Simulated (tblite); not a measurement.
Compound: C6H6F2O2.
Bonds: C1–O2, O2–C3, C3–C4 (aromatic), C4–C5 (aromatic), C5–C6 (aromatic), C6–C7, C7–F8, C7–F9, C6–O10 (aromatic), C3–O10 (aromatic). Hydrogens: H11, H12, H13 on C1; H14 on C4; H15 on C5; H16 on C7.

Computed with GFN2-xTB (tblite), gas phase: Langevin dynamics at 300 K from the optimised GFN2-xTB geometry, time step 0.5 fs, friction 0.01 fs⁻¹, 2000 steps.

Start geometry:
```
atom  x, y, z in Å
C1     -2.671    0.846    0.131
O2     -2.205   -0.459   -0.166
C3     -0.881   -0.625   -0.172
C4     -0.164   -1.762   -0.421
C5      1.194   -1.390   -0.298
C6      1.210   -0.064    0.015
C7      2.315    0.894    0.270
F8      3.100    0.494    1.306
F9      3.155    0.992   -0.796
O10    -0.070    0.413    0.095
H11    -2.309    1.569   -0.605
H12    -2.350    1.159    1.127
H13    -3.756    0.786    0.090
H14    -0.561   -2.725   -0.658
H15     2.050   -2.021   -0.426
H16     1.937    1.902    0.499
```

The statistics below take the 31 frames saved every 25 fs from 250 to 1000 fs; their kinetic temperature (all 3N coordinates) averages 296 K.

**Question.** How do the bond lengths spread?

**Answer.** 
| bond | start (Å) | mean (Å) | standard deviation (Å) | shortest (Å) | longest (Å) |
| --- | --- | --- | --- | --- | --- |
| C1–O2 | 1.417 | 1.421 | 0.029 | 1.364 | 1.478 |
| O2–C3 | 1.335 | 1.336 | 0.020 | 1.296 | 1.376 |
| C3–C4 | 1.367 | 1.372 | 0.023 | 1.337 | 1.426 |
| C4–C5 | 1.414 | 1.402 | 0.017 | 1.369 | 1.436 |
| C5–C6 | 1.363 | 1.365 | 0.019 | 1.323 | 1.393 |
| C6–C7 | 1.485 | 1.485 | 0.030 | 1.425 | 1.536 |
| C7–F8 | 1.360 | 1.371 | 0.032 | 1.308 | 1.428 |
| C7–F9 | 1.360 | 1.366 | 0.033 | 1.313 | 1.438 |
| C6–O10 | 1.368 | 1.376 | 0.025 | 1.311 | 1.432 |
| C3–O10 | 1.344 | 1.349 | 0.020 | 1.300 | 1.406 |
| C1–H11 | 1.093 | 1.101 | 0.032 | 1.019 | 1.160 |
| C1–H12 | 1.093 | 1.097 | 0.032 | 1.032 | 1.165 |
| C1–H13 | 1.087 | 1.098 | 0.036 | 1.013 | 1.163 |
| C4–H14 | 1.068 | 1.072 | 0.034 | 1.006 | 1.159 |
| C5–H15 | 1.071 | 1.073 | 0.029 | 1.025 | 1.137 |
| C7–H16 | 1.101 | 1.104 | 0.026 | 1.048 | 1.154 |

**Question.** Give the same statistics for bond angles, one of each kind among heavy atoms.

**Answer.** 
```
    angle  start (°)  mean (°)  standard deviation (°)  smallest (°)  largest (°)
 C1–O2–C3      116.2     116.5                     3.5         111.0        126.2
 O2–C3–C4      128.6     128.9                     2.8         123.0        137.2
O2–C3–O10      120.1     119.8                     2.4         113.7        125.8
C4–C3–O10      111.2     110.9                     1.8         107.6        115.9
 C3–C4–C5      105.6     105.7                     2.1          99.9        109.8
 C4–C5–C6      106.7     107.2                     2.2         103.8        113.3
 C5–C6–C7      132.5     133.1                     4.6         122.4        141.3
C5–C6–O10      110.0     109.4                     2.0         104.8        112.6
C7–C6–O10      117.5     117.0                     3.9         110.9        124.3
 C6–C7–F8      111.7     111.5                     3.2         105.1        118.8
 F8–C7–F9      105.2     105.6                     3.2         101.0        113.2
C3–O10–C6      106.5     106.4                     1.5         103.3        109.1
```

**Question.** How far does each atom move about its mean position (frames aligned on the start, all atoms weighted alike), and what rms force does it feel?

**Answer.** 
```
atom  rms displacement (Å)  rms force (eV/Å)
  C1                  0.12              1.83
  O2                  0.12              1.28
  C3                  0.09              1.61
  C4                  0.12              2.01
  C5                  0.11              1.79
  C6                  0.10              1.65
  C7                  0.08              1.73
  F8                  0.65              1.04
  F9                  0.59              1.09
 O10                  0.12              1.30
 H11                  0.24              1.08
 H12                  0.29              1.09
 H13                  0.22              1.25
 H14                  0.20              1.25
 H15                  0.18              1.04
 H16                  0.53              0.83
```

The displacements run from 0.08 to 0.65 Å, the largest at F8.

**Question.** Follow the torsions C1–O2–C3–C4 and C5–C6–C7–F8 through every second one of these frames.

**Answer.** 
```
t (fs)  C1–O2–C3–C4 (°)  C5–C6–C7–F8 (°)
   250             -157              -49
   300             -166              -27
   350             -175              -30
   400              175              -31
   450              175              -53
   500              173              -78
   550             -179             -100
   600              180             -109
   650             -168             -119
   700             -173             -125
   750             -176             -125
   800             -177             -110
   850             -176             -106
   900             -170              -99
   950              179              -89
  1000              176              -85
```

Largest departure from the start value over all these frames: C1–O2–C3–C4 23° (start 180°), C5–C6–C7–F8 67° (start -59°).

The run is classical and short, so these are rough statistics of one trajectory.

The cost below is that of the whole dynamics run. On an Arm Neoverse V1 with one thread, on a shared host, this took 13 s and 0.18 GiB of memory at its peak.
